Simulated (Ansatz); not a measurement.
Input file for Ansatz (a program for electronic structure): R-B3LYP-D3(BJ)/def2-TZVP on BH6NO3 (a complex).

Ansatz 0.2 input:
```yaml
crystal:
  periodic: [false, false, false]
  atoms:
    - {symbol: O, position_ang: [-0.05018846, -0.49183061, -1.16585969]}
    - {symbol: B, position_ang: [-0.11062877, -0.18913997, 0.15386498]}
    - {symbol: O, position_ang: [-1.29397229, 0.31103334, 0.65368791]}
    - {symbol: O, position_ang: [0.98329049, -0.38615959, 0.92085603]}
    - {symbol: H, position_ang: [-0.87306802, -0.31708238, -1.62087253]}
    - {symbol: H, position_ang: [-1.26887306, 0.50337273, 1.59067537]}
    - {symbol: H, position_ang: [0.85905471, -0.14841008, 1.85327415]}
    - {symbol: N, position_ang: [0.32700343, 0.42947303, 3.58441901]}
    - {symbol: H, position_ang: [0.33832237, 1.43852274, 3.67836992]}
    - {symbol: H, position_ang: [-0.48804348, 0.07926227, 4.07456073]}
    - {symbol: H, position_ang: [1.14492704, 0.07020515, 4.06244707]}
basis:
  gaussian:
    orbitals: def2-TZVP
hamiltonian:
  xc: b3lyp
  dispersion: d3bj
relax: {f_tol: 0.004, max_steps: 120}
scf: {lower_state_search: off}
```

Program output:

```
WARN ansatz: RAYON_NUM_THREADS=1 ignored (pool sized by the plan → 1); use --threads N
Functional definition: B3LYP
these checks for a lower state are left out or cut short: stability, starts, cluster_reference, orbital_swaps, neighbouring_geometries, increment
integrals: 0.09 GiB planned
1041 factors; their error is unknown
mean field: 0.81 GiB planned
mean field evaluation 1: about -8397.3836 eV, gradient 1.0e2 eV
mean field evaluation 2: about -8377.5975 eV, gradient 1.4e2 eV
mean field evaluation 4: about -8413.8484 eV, gradient 5.3e0 eV
mean field evaluation 8: about -8413.8918 eV, gradient 9.4e-2 eV
mean field evaluation 16: about -8413.8970 eV, gradient 4.2e-4 eV
mean field -8413.89699850 eV, -309.2050115507 hartree, gradient 3.7e-6 eV, S^2 0.000000; 0 other end points of the search recorded, 0 dependent functions left out
the calculation of the forces begins
reference -8413.89725782 eV, -309.2050210806 hartree; 21, 21 occupied and 170, 170 virtual orbitals, 1041 factors
relax step   1: F+E_penalty+E_count = -8414.14414773 eV  Δ(F+E_penalty+E_count) = +0.000e0 eV  max|allowed force component| = 6.309e-1 eV/Å  Δτ_max = 0.0000 Å  (17 SCF iters, accepted)
these checks for a lower state are left out or cut short: stability, starts, cluster_reference, orbital_swaps, neighbouring_geometries, increment
integrals: 0.09 GiB planned
1041 factors; their error is unknown
mean field: 0.81 GiB planned
mean field -8413.92689923 eV, -309.2061103821 hartree, gradient 2.1e-6 eV, S^2 0.000000; 0 other end points of the search recorded, 0 dependent functions left out
the calculation of the forces begins
reference -8413.92716173 eV, -309.2061200290 hartree; 21, 21 occupied and 170, 170 virtual orbitals, 1041 factors
relax step   2: F+E_penalty+E_count = -8414.16533346 eV  Δ(F+E_penalty+E_count) = -2.119e-2 eV  max|allowed force component| = 2.084e-1 eV/Å  Δτ_max = 0.1306 Å  (21 SCF iters, accepted)
these checks for a lower state are left out or cut short: stability, starts, cluster_reference, orbital_swaps, neighbouring_geometries, increment
integrals: 0.09 GiB planned
1041 factors; their error is unknown
mean field: 0.80 GiB planned
mean field evaluation 32: about -8413.9304 eV, gradient 6.4e-3 eV
mean field -8413.93038422 eV, -309.2062384534 hartree, gradient 2.0e-6 eV, S^2 0.000000; 0 other end points of the search recorded, 0 dependent functions left out
the calculation of the forces begins
reference -8413.93064702 eV, -309.2062481111 hartree; 21, 21 occupied and 170, 170 virtual orbitals, 1041 factors
relax step   3: F+E_penalty+E_count = -8414.16853666 eV  Δ(F+E_penalty+E_count) = -3.203e-3 eV  max|allowed force component| = 9.379e-2 eV/Å  Δτ_max = 0.0660 Å  (20 SCF iters, accepted)
these checks for a lower state are left out or cut short: stability, starts, cluster_reference, orbital_swaps, neighbouring_geometries, increment
integrals: 0.09 GiB planned
1041 factors; their error is unknown
mean field: 0.81 GiB planned
mean field -8413.93132314 eV, -309.2062729579 hartree, gradient 2.1e-6 eV, S^2 0.000000; 0 other end points of the search recorded, 0 dependent functions left out
the calculation of the forces begins
reference -8413.93158591 eV, -309.2062826144 hartree; 21, 21 occupied and 170, 170 virtual orbitals, 1041 factors
relax step   4: F+E_penalty+E_count = -8414.16989817 eV  Δ(F+E_penalty+E_count) = -1.362e-3 eV  max|allowed force component| = 8.067e-2 eV/Å  Δτ_max = 0.0270 Å  (20 SCF iters, accepted)
these checks for a lower state are left out or cut short: stability, starts, cluster_reference, orbital_swaps, neighbouring_geometries, increment
integrals: 0.09 GiB planned
1041 factors; their error is unknown
mean field: 0.80 GiB planned
mean field -8413.93335575 eV, -309.2063476550 hartree, gradient 2.2e-6 eV, S^2 0.000000; 0 other end points of the search recorded, 0 dependent functions left out
the calculation of the forces begins
reference -8413.93361902 eV, -309.2063573298 hartree; 21, 21 occupied and 170, 170 virtual orbitals, 1041 factors
relax step   5: F+E_penalty+E_count = -8414.17096617 eV  Δ(F+E_penalty+E_count) = -1.068e-3 eV  max|allowed force component| = 6.532e-2 eV/Å  Δτ_max = 0.0492 Å  (20 SCF iters, accepted)
these checks for a lower state are left out or cut short: stability, starts, cluster_reference, orbital_swaps, neighbouring_geometries, increment
integrals: 0.09 GiB planned
1041 factors; their error is unknown
mean field: 0.81 GiB planned
mean field -8413.93377596 eV, -309.2063630973 hartree, gradient 2.2e-6 eV, S^2 0.000000; 0 other end points of the search recorded, 0 dependent functions left out
the calculation of the forces begins
reference -8413.93403933 eV, -309.2063727759 hartree; 21, 21 occupied and 170, 170 virtual orbitals, 1041 factors
relax step   6: F+E_penalty+E_count = -8414.17140952 eV  Δ(F+E_penalty+E_count) = -4.434e-4 eV  max|allowed force component| = 7.312e-3 eV/Å  Δτ_max = 0.0205 Å  (20 SCF iters, accepted)
these checks for a lower state are left out or cut short: stability, starts, cluster_reference, orbital_swaps, neighbouring_geometries, increment
integrals: 0.09 GiB planned
1041 factors; their error is unknown
mean field: 0.80 GiB planned
mean field -8413.93490959 eV, -309.2064047576 hartree, gradient 2.2e-6 eV, S^2 0.000000; 0 other end points of the search recorded, 0 dependent functions left out
the calculation of the forces begins
reference -8413.93517350 eV, -309.2064144559 hartree; 21, 21 occupied and 170, 170 virtual orbitals, 1041 factors
relax step   7: F+E_penalty+E_count = -8414.17163284 eV  Δ(F+E_penalty+E_count) = -2.233e-4 eV  max|allowed force component| = 1.598e-2 eV/Å  Δτ_max = 0.0399 Å  (20 SCF iters, accepted)
these checks for a lower state are left out or cut short: stability, starts, cluster_reference, orbital_swaps, neighbouring_geometries, increment
integrals: 0.09 GiB planned
1041 factors; their error is unknown
mean field: 0.80 GiB planned
mean field evaluation 64: about -8413.9276 eV, gradient 2.6e-3 eV
mean field -8413.93530300 eV, -309.2064192150 hartree, gradient 2.2e-6 eV, S^2 0.000000; 0 other end points of the search recorded, 0 dependent functions left out
the calculation of the forces begins
reference -8413.93556707 eV, -309.2064289195 hartree; 21, 21 occupied and 170, 170 virtual orbitals, 1041 factors
relax step   8: F+E_penalty+E_count = -8414.17170175 eV  Δ(F+E_penalty+E_count) = -6.891e-5 eV  max|allowed force component| = 1.021e-2 eV/Å  Δτ_max = 0.0197 Å  (20 SCF iters, accepted)
these checks for a lower state are left out or cut short: stability, starts, cluster_reference, orbital_swaps, neighbouring_geometries, increment
integrals: 0.09 GiB planned
1041 factors; their error is unknown
mean field: 0.80 GiB planned
mean field -8413.93574370 eV, -309.2064354106 hartree, gradient 2.2e-6 eV, S^2 0.000000; 0 other end points of the search recorded, 0 dependent functions left out
the calculation of the forces begins
reference -8413.93600795 eV, -309.2064451213 hartree; 21, 21 occupied and 170, 170 virtual orbitals, 1041 factors
relax step   9: F+E_penalty+E_count = -8414.17176133 eV  Δ(F+E_penalty+E_count) = -5.958e-5 eV  max|allowed force component| = 1.628e-2 eV/Å  Δτ_max = 0.0295 Å  (20 SCF iters, accepted)
these checks for a lower state are left out or cut short: stability, starts, cluster_reference, orbital_swaps, neighbouring_geometries, increment
integrals: 0.09 GiB planned
1041 factors; their error is unknown
mean field: 0.80 GiB planned
mean field -8413.93563014 eV, -309.2064312373 hartree, gradient 2.2e-6 eV, S^2 0.000000; 0 other end points of the search recorded, 0 dependent functions left out
the calculation of the forces begins
reference -8413.93589429 eV, -309.2064409445 hartree; 21, 21 occupied and 170, 170 virtual orbitals, 1041 factors
relax step  10: F+E_penalty+E_count = -8414.17179479 eV  Δ(F+E_penalty+E_count) = -3.346e-5 eV  max|allowed force component| = 2.121e-2 eV/Å  Δτ_max = 0.0145 Å  (20 SCF iters, accepted)
these checks for a lower state are left out or cut short: stability, starts, cluster_reference, orbital_swaps, neighbouring_geometries, increment
integrals: 0.09 GiB planned
1041 factors; their error is unknown
mean field: 0.81 GiB planned
mean field -8413.93525656 eV, -309.2064175084 hartree, gradient 2.2e-6 eV, S^2 0.000000; 0 other end points of the search recorded, 0 dependent functions left out
the calculation of the forces begins
reference -8413.93552049 eV, -309.2064272078 hartree; 21, 21 occupied and 170, 170 virtual orbitals, 1041 factors
relax step  11: F+E_penalty+E_count = -8414.17182565 eV  Δ(F+E_penalty+E_count) = -3.086e-5 eV  max|allowed force component| = 1.826e-2 eV/Å  Δτ_max = 0.0191 Å  (20 SCF iters, accepted)
these checks for a lower state are left out or cut short: stability, starts, cluster_reference, orbital_swaps, neighbouring_geometries, increment
integrals: 0.09 GiB planned
1041 factors; their error is unknown
mean field: 0.80 GiB planned
mean field evaluation 96: about -8413.9353 eV, gradient 2.1e-6 eV
mean field -8413.93531182 eV, -309.2064195391 hartree, gradient 2.2e-6 eV, S^2 0.000000; 0 other end points of the search recorded, 0 dependent functions left out
the calculation of the forces begins
reference -8413.93557576 eV, -309.2064292388 hartree; 21, 21 occupied and 170, 170 virtual orbitals, 1041 factors
relax step  12: F+E_penalty+E_count = -8414.17184049 eV  Δ(F+E_penalty+E_count) = -1.484e-5 eV  max|allowed force component| = 1.019e-2 eV/Å  Δτ_max = 0.0113 Å  (20 SCF iters, accepted)
these checks for a lower state are left out or cut short: stability, starts, cluster_reference, orbital_swaps, neighbouring_geometries, increment
integrals: 0.09 GiB planned
1041 factors; their error is unknown
mean field: 0.80 GiB planned
mean field -8413.93541827 eV, -309.2064234513 hartree, gradient 2.2e-6 eV, S^2 0.000000; 0 other end points of the search recorded, 0 dependent functions left out
the calculation of the forces begins
reference -8413.93568226 eV, -309.2064331526 hartree; 21, 21 occupied and 170, 170 virtual orbitals, 1041 factors
relax step  13: F+E_penalty+E_count = -8414.17184009 eV  Δ(F+E_penalty+E_count) = +4.044e-7 eV  max|allowed force component| = 1.041e-2 eV/Å  Δτ_max = 0.0068 Å  (20 SCF iters, rejected (line search))
these checks for a lower state are left out or cut short: stability, starts, cluster_reference, orbital_swaps, neighbouring_geometries, increment
integrals: 0.09 GiB planned
1041 factors; their error is unknown
mean field: 0.80 GiB planned
mean field -8413.93534977 eV, -309.2064209339 hartree, gradient 2.2e-6 eV, S^2 0.000000; 0 other end points of the search recorded, 0 dependent functions left out
the calculation of the forces begins
reference -8413.93561372 eV, -309.2064306339 hartree; 21, 21 occupied and 170, 170 virtual orbitals, 1041 factors
relax step  14: F+E_penalty+E_count = -8414.17184940 eV  Δ(F+E_penalty+E_count) = -8.905e-6 eV  max|allowed force component| = 4.529e-3 eV/Å  Δτ_max = 0.0033 Å  (21 SCF iters, accepted)
these checks for a lower state are left out or cut short: stability, starts, cluster_reference, orbital_swaps, neighbouring_geometries, increment
integrals: 0.09 GiB planned
1041 factors; their error is unknown
mean field: 0.80 GiB planned
mean field -8413.93534542 eV, -309.2064207739 hartree, gradient 2.2e-6 eV, S^2 0.000000; 0 other end points of the search recorded, 0 dependent functions left out
the calculation of the forces begins
reference -8413.93560937 eV, -309.2064304738 hartree; 21, 21 occupied and 170, 170 virtual orbitals, 1041 factors
relax step  15: F+E_penalty+E_count = -8414.17185012 eV  Δ(F+E_penalty+E_count) = -7.250e-7 eV  max|allowed force component| = 1.735e-3 eV/Å  Δτ_max = 0.0016 Å  (21 SCF iters, accepted)
Total energy: -8414.17211407 eV, -309.2151218613 hartree
Atom 0 at    -0.002382    -0.571822    -1.197665 Å, force    -0.000351    -0.000334    -0.000889 eV/Å
Atom 1 at    -0.155212    -0.196180     0.110238 Å, force     0.000035     0.000494    -0.000180 eV/Å
Atom 2 at    -1.361147     0.383264     0.478396 Å, force     0.001311    -0.000483     0.000627 eV/Å
Atom 3 at     0.877937    -0.411762     0.966466 Å, force    -0.001735     0.000725     0.001345 eV/Å
Atom 4 at    -0.786842    -0.377115    -1.718281 Å, force     0.000071     0.000048     0.000136 eV/Å
Atom 5 at    -1.398262     0.621386     1.408477 Å, force    -0.000511     0.000059    -0.000585 eV/Å
Atom 6 at     0.698238    -0.119363     1.881302 Å, force     0.001237    -0.000407    -0.000289 eV/Å
Atom 7 at     0.402245     0.435931     3.691280 Å, force    -0.000551     0.000650     0.000098 eV/Å
Atom 8 at     0.302972     1.429223     3.870808 Å, force     0.000278    -0.001708     0.000015 eV/Å
Atom 9 at    -0.311009    -0.046986     4.226756 Å, force     0.000716     0.000517    -0.000217 eV/Å
Atom 10 at     1.301287     0.152670     4.067646 Å, force    -0.000499     0.000438    -0.000061 eV/Å
Dipole moment:    -0.263204     0.359531     1.051562 e Å
Checks for a lower state left out: stability, starts, cluster_reference, orbital_swaps, neighbouring_geometries, increment
```

The calculation finished and met its thresholds.

Cost: about 80 core-seconds (a rough figure).
